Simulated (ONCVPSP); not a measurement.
**An all-electron radial function and its pseudo partner (fluorine (F))**

Columns: radius, all-electron u(r) and pseudo u(r) of the 2s shell (level -29.93 eV) of fluorine in the configuration [He] 2s2 2p5; revPBE, scalar-relativistic, ONCV scheme, ONCVPSP 4.0.1.

```json
{"r (bohr)": "0.093", "all-electron": "-0.4512", "pseudo": "0.1258"}
{"r (bohr)": "0.185", "all-electron": "-0.2318", "pseudo": "0.2596"}
{"r (bohr)": "0.278", "all-electron": "0.1408", "pseudo": "0.4142"}
{"r (bohr)": "0.370", "all-electron": "0.4779", "pseudo": "0.5790"}
{"r (bohr)": "0.463", "all-electron": "0.7343", "pseudo": "0.7387"}
{"r (bohr)": "0.555", "all-electron": "0.9001", "pseudo": "0.8763"}
{"r (bohr)": "0.648", "all-electron": "0.9920", "pseudo": "0.9781"}
{"r (bohr)": "0.740", "all-electron": "1.0252", "pseudo": "1.0230"}
{"r (bohr)": "0.833", "all-electron": "1.0171", "pseudo": "1.0170"}
{"r (bohr)": "0.925", "all-electron": "0.9814", "pseudo": "0.9813"}
{"r (bohr)": "1.018", "all-electron": "0.9276", "pseudo": "0.9275"}
{"r (bohr)": "1.110", "all-electron": "0.8644", "pseudo": "0.8643"}
{"r (bohr)": "1.203", "all-electron": "0.7958", "pseudo": "0.7957"}
{"r (bohr)": "1.295", "all-electron": "0.7270", "pseudo": "0.7269"}
{"r (bohr)": "1.388", "all-electron": "0.6589", "pseudo": "0.6589"}
{"r (bohr)": "1.480", "all-electron": "0.5945", "pseudo": "0.5945"}
{"r (bohr)": "1.573", "all-electron": "0.5335", "pseudo": "0.5334"}
{"r (bohr)": "1.665", "all-electron": "0.4775", "pseudo": "0.4774"}
{"r (bohr)": "1.758", "all-electron": "0.4255", "pseudo": "0.4255"}
{"r (bohr)": "1.850", "all-electron": "0.3787", "pseudo": "0.3787"}
{"r (bohr)": "1.943", "all-electron": "0.3360", "pseudo": "0.3359"}
{"r (bohr)": "2.035", "all-electron": "0.2979", "pseudo": "0.2978"}
{"r (bohr)": "2.128", "all-electron": "0.2634", "pseudo": "0.2633"}
{"r (bohr)": "2.220", "all-electron": "0.2329", "pseudo": "0.2328"}
{"r (bohr)": "2.313", "all-electron": "0.2054", "pseudo": "0.2054"}
{"r (bohr)": "2.405", "all-electron": "0.1813", "pseudo": "0.1813"}
```

Problem. How many radial nodes do the two functions have?

Solution. The all-electron 2s function has n − l − 1 = 1; the pseudo-wave has 0, since the states of the same l below it are removed with the core.

Problem. At about which radius was the pseudo-wave matched?

Solution. 0.85 bohr, where the columns begin to agree (steps of 0.09 bohr).

Problem. Is the pseudo-wave norm-conserving?

Solution. Yes: the ONCV scheme keeps the norm inside the radius equal to the all-electron one, which fixes the energy derivative of the logarithmic derivative at the level.
